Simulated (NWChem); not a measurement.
System: C2H2F3O2 cation; SMILES FC(F)(C([OH2+])=O)F

The following NWChem deck was run.

```
start job
memory heap 200 mb stack 900 mb global 1100 mb
charge 1
geometry units angstroms noautosym nocenter noautoz
  O     -1.321265    -1.468649    -0.012189
  C     -0.362990    -0.835177    -0.024237
  O      0.997099    -1.599727     0.015900
  C     -0.034060     0.685093     0.002509
  F      0.028372     1.062744     1.252121
  F      1.148675     0.849496    -0.582461
  F     -0.964009     1.315629    -0.646453
  H      0.956212    -2.575928    -0.077092
  H      1.817195    -1.183932    -0.327344
end
basis spherical
  O library def2-svp
  C library def2-svp
  F library def2-svp
  H library def2-svp
end
dft
  xc pbe0
  iterations 150
end
cosmo
  do_cosmo_smd true
  solvent propanol
end
task dft energy
```

Parts of the log:

```
             Northwest Computational Chemistry Package (NWChem) 7.3.0
             --------------------------------------------------------

                             Geometry "geometry" -> ""
                             -------------------------

 Output coordinates in angstroms (scale by  1.889725989 to convert to a.u.)

  No.       Tag          Charge          X              Y              Z
 ---- ---------------- ---------- -------------- -------------- --------------
    1 O                    8.0000    -1.32126500    -1.46864900    -0.01218900
    2 C                    6.0000    -0.36299000    -0.83517700    -0.02423700
    3 O                    8.0000     0.99709900    -1.59972700     0.01590000
    4 C                    6.0000    -0.03406000     0.68509300     0.00250900
    5 F                    9.0000     0.02837200     1.06274400     1.25212100
    6 F                    9.0000     1.14867500     0.84949600    -0.58246100
    7 F                    9.0000    -0.96400900     1.31562900    -0.64645300
    8 H                    1.0000     0.95621200    -2.57592800    -0.07709200
    9 H                    1.0000     1.81719500    -1.18393200    -0.32734400

 Effective nuclear repulsion energy (a.u.)     347.3647806709

                                 NWChem DFT Module
                                 -----------------

 Summary of "ao basis" -> "ao basis" (spherical)
 ------------------------------------------------------------------------------
       Tag                 Description            Shells   Functions and Types
 ---------------- ------------------------------  ------  ---------------------
 O                          def2-svp                 6       14   3s2p1d
 C                          def2-svp                 6       14   3s2p1d
 F                          def2-svp                 6       14   3s2p1d
 H                          def2-svp                 3        5   2s1p

 in cosmo_initialize ...
 calling solv_data for solv:propanol

 solvent parameters
 solvname_short: propanol
 solvname_long:  1-propanol
 dielec:       20.5240
 dielecinf:     1.9182
 nonaqueous SMD model solvent descriptors
 dielec:       20.5240
 sola:          0.3700
 solb:          0.4800
 solc:          0.0000
 solg:         33.5700
 solh:          0.0000
 soln:          1.3850

[...]

                                COSMO-SMD solvation results
                                ---------------------------

             internal energy in gas <Psi(g)|H|Psi(g)> =      -526.127749894683
         internal energy in solvent <Psi(s)|H|Psi(s)> =      -526.122688996152
                               delta internal energy  =         0.005060898530 (    3.18 kcal/mol)
   total free energy in solvent <Psi(s)|H+V/2|Psi(s)> =      -526.253294358075
 polarization energy contribution <Psi(s)|V/2|Psi(s)> =        -0.130605361922 (  -81.96 kcal/mol)
    total free energy in solvent including G(SMD-CDS) =      -526.248758269014
                       G(SMD-CDS) energy contribution =         0.004536089060 (    2.85 kcal/mol)
     1 M fixed-concentration free energy of solvation =        -0.121008374332 (  -75.93 kcal/mol)

                       DFT Final Molecular Orbital Analysis
                       ------------------------------------

 Vector   26  Occ=2.000000D+00  E=-4.842528D-01
              MO Center=  1.3D-01,  1.1D+00,  3.9D-02, r^2= 2.0D+00
   Bfn.  Coefficient  Atom+Function         Bfn.  Coefficient  Atom+Function
  ----- ------------  ---------------      ----- ------------  ---------------
    60      0.412333  5 F  px                76     -0.379872  6 F  pz
    90      0.330700  7 F  pz                63     -0.274430  5 F  px
    79      0.252479  6 F  pz                93     -0.218924  7 F  pz
    88     -0.203445  7 F  px                74     -0.184225  6 F  px
    91      0.135635  7 F  px                77      0.122758  6 F  px

 Vector   27  Occ=2.000000D+00  E=-4.678030D-01
              MO Center=  3.0D-01, -1.4D+00,  7.4D-02, r^2= 1.9D+00
   Bfn.  Coefficient  Atom+Function         Bfn.  Coefficient  Atom+Function
  ----- ------------  ---------------      ----- ------------  ---------------
    34      0.527241  3 O  pz                37      0.370639  3 O  pz
     6     -0.339981  1 O  pz                 9     -0.219447  1 O  pz
    20     -0.154713  2 C  pz                61      0.093223  5 F  py
    31      0.089291  3 O  s                 75      0.073670  6 F  py
    30      0.072505  3 O  s                 32      0.065129  3 O  px

 Vector   28  Occ=2.000000D+00  E=-4.127794D-01
              MO Center= -5.1D-01, -9.1D-01,  3.2D-03, r^2= 2.5D+00
   Bfn.  Coefficient  Atom+Function         Bfn.  Coefficient  Atom+Function
  ----- ------------  ---------------      ----- ------------  ---------------
     5      0.434005  1 O  py                 8      0.284159  1 O  py
    32     -0.249434  3 O  px                 4     -0.243767  1 O  px
    47      0.204550  4 C  py                31      0.189099  3 O  s
    35     -0.177316  3 O  px                61      0.175366  5 F  py
     7     -0.174444  1 O  px                16     -0.169611  2 C  s

 Vector   29  Occ=0.000000D+00  E=-9.682694D-02
              MO Center= -5.4D-01, -8.7D-01, -3.3D-02, r^2= 1.7D+00
   Bfn.  Coefficient  Atom+Function         Bfn.  Coefficient  Atom+Function
  ----- ------------  ---------------      ----- ------------  ---------------
    20      0.573748  2 C  pz                23      0.438598  2 C  pz
     6     -0.422833  1 O  pz                 9     -0.418403  1 O  pz
    51      0.183389  4 C  pz                34     -0.154893  3 O  pz
    59     -0.143665  5 F  s                 37     -0.128619  3 O  pz
    61     -0.123815  5 F  py                48      0.110448  4 C  pz

[...]
```

Level: PBE0/def2-SVP, SMD on the gas-phase geometry. Coordinates come from a PBE0/def2-SVP optimisation. Solvent: 1-propanol.
